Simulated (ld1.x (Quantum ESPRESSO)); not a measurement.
An all-electron radial function and its pseudo partner (S (Z = 16))

Columns: radius, all-electron u(r) and pseudo u(r) of the 3s shell (level -33.23 eV) of sulfur in the configuration [Ne] 3s2 3p2.5; PBE, non-relativistic, TM scheme, ld1.x (Quantum ESPRESSO) 7.5.

```
r (bohr)  all-electron  pseudo
   0.072        0.2013  0.0259
   0.145       -0.0612  0.0532
   0.217       -0.3003  0.0821
   0.290       -0.4173  0.1145
   0.362       -0.4167  0.1505
   0.435       -0.3331  0.1923
   0.507       -0.2021  0.2398
   0.580       -0.0464  0.2950
   0.652        0.1118  0.3565
   0.725        0.2648  0.4254
   0.798        0.4034  0.4992
   0.870        0.5223  0.5738
   0.942        0.6224  0.6466
   1.015        0.7049  0.7143
   1.088        0.7692  0.7719
   1.160        0.8159  0.8165
   1.232        0.8476  0.8476
   1.305        0.8660  0.8660
   1.378        0.8725  0.8725
   1.450        0.8689  0.8689
   1.522        0.8570  0.8570
   1.595        0.8381  0.8381
   1.668        0.8136  0.8136
   1.740        0.7853  0.7853
   1.812        0.7539  0.7539
   1.885        0.7198  0.7198
```

(1) How many radial nodes do the two functions have?

(2) At about which radius was the pseudo-wave matched?

(3) Is the pseudo-wave norm-conserving?

## Answers

(1) The all-electron 3s function has n − l − 1 = 2; the pseudo-wave has 0, since the states of the same l below it are removed with the core.

(2) 1.40 bohr. The columns agree to 0.0005 from 1.23 bohr on; several derivatives are matched, so the curves merge somewhat inside the radius.

(3) Yes: the TM scheme keeps the norm inside the radius equal to the all-electron one, which fixes the energy derivative of the logarithmic derivative at the level.
